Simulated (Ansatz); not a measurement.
Cost and result up the ladder for the cluster Be₆S₅ (11 atoms). Total charge 0; singlet. Geometry: r2SCAN-D4/def2-SVP.

```csv
atom,x (Å),y (Å),z (Å)
Be1,0.2714,1.7774,-2.2600
Be2,1.9111,1.3382,-0.1536
Be3,-1.2047,-0.4767,-2.0424
Be4,-1.7384,-1.6340,-0.4048
Be5,1.1999,-0.1692,1.9960
Be6,-1.2041,-1.3830,2.2308
S7,1.1901,2.8789,-1.0039
S8,-2.1588,-2.6446,1.1758
S9,2.5921,-0.2246,0.6968
S10,-0.2214,-0.1128,3.2584
S11,-0.6373,0.6504,-3.4929
```

Ansatz on 4 threads of Arm Neoverse V1 on a shared host. Times are rough, and most runs start from the orbitals of an earlier one. r2SCAN0-D4/def2-TZVP serves as the yardstick here, not as an exact answer. Differences are given only for rows in sets of like size (and for xTB, whose basis is part of the method), since another set adds its own error. Binding counts from free atoms at the same level (Be singlet, S triplet; other spins of the atoms weren't run), without zero-point energy or a counterpoise term.

B3LYP takes the VWN-RPA correlation. HSE06 is defined as in plane-wave codes, on full-range PBE exchange. Correlated methods freeze 25 core orbitals. The rows differ in basis, and correlated rows in double-zeta sets carry the largest basis error. Another isomer (singlet) lies 2.31 eV lower at PBE0-D4/def2-TZVP; other spin states weren't run for this one.

Correlated methods converge slowly with the basis, most of all in double-zeta sets.

```tsv
level	functions	wall time
HF/STO-3G	75	0.8 s
PBE-D4/def2-SVP	144	2.4 s
PBE0-D4/def2-SVP	144	3.9 s
PBE-D4/def2-TZVP (with forces)	299	6.5 s
MP2/def2-TZVP	299	10 s
HSE06-D4/def2-TZVP	299	11 s
B3LYP-D4/def2-TZVP	299	11 s
PBE0-D4/def2-TZVP	299	12 s
r2SCAN-D4/def2-TZVP	299	13 s
r2SCAN0-D4/def2-TZVP	299	17 s
CCSD(T)/def2-SVP	144	38 s
```

(1) Estimate what each level gives for the binding energy per atom (eV).

## Answers

(1) 
```tsv
level	binding energy per atom (eV)	difference from r2SCAN0-D4/def2-TZVP (eV)
HF/STO-3G	3.60	–
PBE-D4/def2-SVP	3.64	–
PBE0-D4/def2-SVP	3.57	–
PBE-D4/def2-TZVP (with forces)	3.64	0.06
MP2/def2-TZVP	3.45	-0.13
HSE06-D4/def2-TZVP	3.59	0.01
B3LYP-D4/def2-TZVP	3.49	-0.09
PBE0-D4/def2-TZVP	3.58	0.00
r2SCAN-D4/def2-TZVP	3.65	0.07
r2SCAN0-D4/def2-TZVP	3.58	0.00
CCSD(T)/def2-SVP	2.90	–
```
